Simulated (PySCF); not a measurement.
**Computed structure and properties of [YbF4]−**

System: [YbF4]− (singlet in the valence; each metal's 4f electrons, 13 of them, lie in its core potential, out of spins and levels); start: template (Td). Method: PySCF 2.14.0, RKS PBE0, Yb lcecp-1-SVP with ECP59, F def2-SVP; non-relativistic Hamiltonian with scalar-relativistic core potentials where named; density fitting; no spin-orbit coupling.

Input of the relaxation:

```python
mol = gto.M(atom='''
Yb    -0.00000    -0.00000    -0.00000
F      1.18050     1.18050     1.18050
F     -1.18050    -1.18050     1.18050
F      1.18050    -1.18050    -1.18050
F     -1.18050     1.18050    -1.18050''',
    basis={'Yb': 'lcecp-1-SVP', 'F': 'def2-SVP'},
    ecp={'Yb': 'lcecp-1-SVP'},
    charge=-1, spin=0)
mf = dft.RKS(mol, xc='PBE0')
mf.grids.atom_grid = (50, 194)  # f atoms: unpruned, at least (60, 302)
mf = mf.density_fit()  # fitting sets: Yb AutoAux, F def2-universal-JKFIT
mf.conv_tol = 1e-08; mf.max_cycle = 55
mf.kernel(dm0)  # dm0: converged density of the start geometry
# quasi-Newton relaxation in Cartesian coordinates to a largest gradient under 0.00045 Eh/bohr, steps kept in the point group
```

Run from Python with OMP_NUM_THREADS=2; the lines above give its settings. Where DIIS fails, smearing, a level shift and second-order steps follow.
It took 7.6 s on 2 threads of Arm Neoverse V1, on a shared host, from the converged density of the start.

Course of the relaxation:

| step | energy above end (eV) | largest force component within the symmetry (eV/Å) |
| --- | --- | --- |
| 0 | 0.0145 | 0.217 |
| 1 | 0.0010 | 0.058 |
| 2 | 0.0000 | 0.002 |

Relaxed geometry (Td):

```xyz
5

Yb    0.0000    0.0000    0.0000
F     1.1694    1.1694    1.1694
F    -1.1694   -1.1694    1.1694
F     1.1694   -1.1694   -1.1694
F    -1.1694    1.1694   -1.1694
```

```csv
contact,Å
Yb1–F2 (F),2.025
Yb1–F3 (F),2.025
Yb1–F4 (F),2.025
Yb1–F5 (F),2.025
```

On the finer grid (75, 302):

- HOMO: -5.02 eV
- LUMO: 4.04 eV
- Dipole about the centre of mass: 0.00 D
- Set of Mulliken populations of Yb1 outside the core potential: s 2.21, p 6.41, d 1.29, f 0.07
- D3(BJ) dispersion energy (not in the energies): -0.053 eV

```tsv
atom	Mulliken (e)	Löwdin (e)	spin (e)
Yb1	1.03	0.48	0.00
F2	-0.51	-0.37	0.00
F3	-0.51	-0.37	0.00
F4	-0.51	-0.37	0.00
F5	-0.51	-0.37	0.00
```

The 4f levels lie in the core potential and are missing. Their spin isn't counted.

On the grid (50, 194), as all that follows. Harmonic modes: a minimum; lowest 115 cm⁻¹ (negative: unstable), highest 540 cm⁻¹, zero-point energy 0.167 eV.

Taking off one F (charge -1, singlet; the rest: singlet) in vacuum, both parts rigid, costs 6.87 eV; the small basis without counterpoise inflates it.

Rigid scan of F along the line from its metal:

distance to F2 (Å), energy (eV) and a bar:
```
     1.73      1.277 ##########
     1.83      0.478 ####
     1.93      0.101 #
     2.03      0.000 
     2.13      0.076 #
     2.23      0.262 ##
     2.43      0.800 ######
     2.73      1.713 ##############
     3.13      2.784 ######################
     3.63      3.747 ##############################
```

One start shape was tried, so this needn't be the lowest isomer.

An lcecp potential fixes the number of 4f electrons, so in runs with it no electron can move into or out of that shell.
